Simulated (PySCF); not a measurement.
Frontier levels across methods

Species: C4H12Cl2Si2.
Geometry (PBE0-D3(BJ)/def2-SVP, Å), atoms numbered from 1 in this order:
```
atom  x, y, z in Å
C1     1.8179    1.4173   -0.4379
Si2    1.1693   -0.3277   -0.2090
C3     2.0085   -1.1908    1.2217
Cl4    1.5996   -1.3997   -1.9618
Si5   -1.1670   -0.4280   -0.0430
C6    -1.9579   -0.2156   -1.7245
C7    -1.8716    0.7667    1.2185
Cl8   -1.5889   -2.3715    0.6293
H9     1.3485    1.9106   -1.3021
H10    2.9071    1.4034   -0.6015
H11    1.6127    2.0207    0.4613
H12    1.6198   -2.2144    1.3270
H13    3.0981   -1.2380    1.0706
H14    1.8095   -0.6495    2.1609
H15   -1.7938    0.8089   -2.0961
H16   -3.0419   -0.4024   -1.6797
H17   -1.5056   -0.9167   -2.4415
H18   -1.4233    0.6090    2.2109
H19   -1.6773    1.8068    0.9102
H20   -2.9608    0.6313    1.3097
```

Basis pcSseg-1 throughout (PySCF), one geometry. The structure is a single PBE0-D3(BJ)/def2-SVP conformer in the gas phase; no vibrational or solvent corrections.

**Question.** How do the orbital energies, the gap and the dipole change with the method?

**Answer.** 
| method | kind | HOMO (eV) | LUMO (eV) | gap (eV) | μ (D) | SCF cycles |
| --- | --- | --- | --- | --- | --- | --- |
| BLYP | GGA | -6.18 | -0.59 | 5.59 | 3.35 | 14 |
| B97-D | GGA | -6.33 | -0.64 | 5.69 | 3.47 | 13 |
| LDA | LDA | -6.41 | -1.03 | 5.38 | 3.52 | 13 |
| KT2 | GGA | -6.42 | -0.98 | 5.44 | 3.40 | 13 |
| KT3 | GGA | -6.45 | -0.82 | 5.63 | 3.37 | 14 |
| PBE0 | global hybrid | -7.52 | 0.02 | 7.54 | 3.59 | 12 |
| BHandHLYP | global hybrid | -8.62 | 0.96 | 9.59 | 3.65 | 11 |
| HF | Hartree–Fock | -10.32 | 3.20 | 13.52 | 3.82 | 9 |

The HOMO spans 4.14 eV, from BLYP down to HF, and the gap runs from 5.38 eV (LDA) to 13.52 eV (HF). Over the methods BLYP (0 %), B97-D (0 %), LDA (0 %), KT2 (0 %), KT3 (0 %), PBE0 (25 %), BHandHLYP (50 %), HF (100 %), a straight line through the gap against the share of exact exchange rises by 0.80 eV for each 10 % (correlation coefficient 0.999). The dipole ranges from 3.35 D (BLYP) to 3.82 D (HF). This basis has no diffuse functions.

The vertical ΔSCF ionisation energy at CAM-B3LYP/def2-SVPD is 9.32 eV; −ε(HOMO) comes closest to it with BHandHLYP (8.62 eV).
